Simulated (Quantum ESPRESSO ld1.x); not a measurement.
Input (ld1.x (Quantum ESPRESSO 7.5)):

```
 &input
    atom='N',
    iswitch=1,
    rel=1,
    dft='PW91',
    config='[He] 2s2 2p3',
    verbosity='high',
    prefix='ld1',
    max_out_wfc=37,
    file_charge='ld1.rho',
 /
```

Command: `OMP_NUM_THREADS=1 ld1.x < ld1.in > ld1.out`

Output:

```
     Program LD1 v.7.5 starts

     --------------------------- All-electron run ----------------------------

     scalar relativistic calculation

     atomic number is  7.00
     dft =PW91   lsd =0 sic =0 latt =0  beta=0.20 tr2=1.0E-14
     Exchange-correlation= PW91
                           (   1   4   2   2   0   0   0)
     mesh =1819 r(mesh) =  99.29447 a.u. xmin = -8.00 dx = 0.00800
     1 Ry =  13.60569312 eV, c = 137.03599908

     n l     nl                  e(Ry)          e(Ha)          e(eV)
     1 0     1S 1( 2.00)     -28.302892675     -14.151446337   -385.0804722
     2 0     2S 1( 2.00)      -1.369154844      -0.684577422    -18.6283006
     2 1     2P 1( 3.00)      -0.526186218      -0.263093109     -7.1591282

     final scf error:  1.0E-14 reached in  25 iterations

     Etot =    -108.990151 Ry,     -54.495075 Ha,   -1482.886542 eV

     Ekin =     108.762500 Ry,      54.381250 Ha,    1479.789197 eV
     Encl =    -256.334159 Ry,    -128.167080 Ha,   -3487.603909 eV
     Eh   =      51.804641 Ry,      25.902321 Ha,     704.838053 eV
     Exc  =     -13.223133 Ry,      -6.611566 Ha,    -179.909883 eV

     normalization and overlap integrals

     s(1S/1S) =  1.000000  <r> =   0.2297  <r2> =    0.0714  r(max) =   0.1487
     s(1S/2S) = -0.000163
     s(2S/2S) =  1.000000  <r> =   1.3192  <r2> =    2.1139  r(max) =   1.0142
     s(2P/2P) =  1.000000  <r> =   1.4826  <r2> =    2.9180  r(max) =   0.9744

     ------------------------ End of All-electron run ------------------------
```

Run on one thread of a shared host, so times are rough (Intel(R) Xeon(R) Processor @ 2.60GHz): 0.53 s of CPU time, 0.55 s wall, 25 iterations on 1819 mesh points.
